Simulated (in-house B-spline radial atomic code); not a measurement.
Results of a calculation; reference values are marked as such.
## Softness against transferability: the 3p channel of Si

Si, [Ne] 3s2 3p2, non-relativistic LDA (VWN5), spherical and spin-unpolarised, from a B-spline radial code for spherical atoms (atomic units). The all-electron 3p level is ε = -0.153292 hartree, its outermost node lies just inside 0.72 bohr and its outer maximum at 2.14 bohr.

Troullier-Martins pseudo-orbitals are made for several radii. The cutoffs (hartree) are the plane-wave energies beyond which the orbital holds less than the named kinetic energy per electron. The phase error is the difference, pseudo minus all-electron, of arctan(R P'/P) at R = 3.3 bohr for all radii, half a hartree below and above the level.

```json
{"r_c (bohr)": "1.61", "V_l(0) (hartree)": "-2.92", "cutoff for 10 mEh": "2.25", "for 1 mEh": "9.86", "for 0.1 mEh": "20.5", "phase error at ε − 0.5 (mrad)": "-0.2", "at ε + 0.5 (mrad)": "-3.5"}
{"r_c (bohr)": "1.86", "V_l(0) (hartree)": "-1.16", "cutoff for 10 mEh": "2.25", "for 1 mEh": "3.38", "for 0.1 mEh": "8", "phase error at ε − 0.5 (mrad)": "-0.2", "at ε + 0.5 (mrad)": "-2.5"}
{"r_c (bohr)": "2.14", "V_l(0) (hartree)": "-1.06", "cutoff for 10 mEh": "2.25", "for 1 mEh": "3.38", "for 0.1 mEh": "8.32", "phase error at ε − 0.5 (mrad)": "-0.2", "at ε + 0.5 (mrad)": "-2.4"}
{"r_c (bohr)": "2.42", "V_l(0) (hartree)": "-1.21", "cutoff for 10 mEh": "2.25", "for 1 mEh": "3.28", "for 0.1 mEh": "6.77", "phase error at ε − 0.5 (mrad)": "-0.2", "at ε + 0.5 (mrad)": "-3.2"}
{"r_c (bohr)": "2.7", "V_l(0) (hartree)": "-1.32", "cutoff for 10 mEh": "2.25", "for 1 mEh": "3.38", "for 0.1 mEh": "4.38", "phase error at ε − 0.5 (mrad)": "-0.3", "at ε + 0.5 (mrad)": "-4.5"}
{"r_c (bohr)": "3.0", "V_l(0) (hartree)": "-1.36", "cutoff for 10 mEh": "2.25", "for 1 mEh": "3.38", "for 0.1 mEh": "4.38", "phase error at ε − 0.5 (mrad)": "-0.4", "at ε + 0.5 (mrad)": "-5.5"}
```

**Question.** Which radius needs the lowest cutoff for 0.1 mEh while both phase errors stay within 3.6 mrad?

**Answer.** The radii within that limit are 1.61, 1.86, 2.14, 2.42 bohr; of these r_c = 2.42 needs the least, 6.77 hartree, that is 13.5 Ry or 184 eV.

**Question.** What does the larger radius buy, and what does it cost?

**Answer.** From r_c = 1.61 to 3.0 bohr the cutoff for 1 mEh goes from 9.86 to 3.38 hartree, a factor of 2.92, against 3.47 for a pure 1/r_c² scaling, end to end; step by step it is 9.86, 3.38, 3.38, 3.28, 3.38, 3.38, and for 0.1 mEh 20.5, 8, 8.32, 6.77, 4.38, 4.38; the number of plane waves goes as the cutoff to the power 3/2, here a factor of 5.0. The larger of the two phase errors is least at r_c = 2.14 bohr, 2.4 mrad; it is 3.5 at the smallest radius and 5.5 at the largest. These errors test the reference atom alone. Large radii also let the cores of neighbours overlap, which an atom doesn't show.
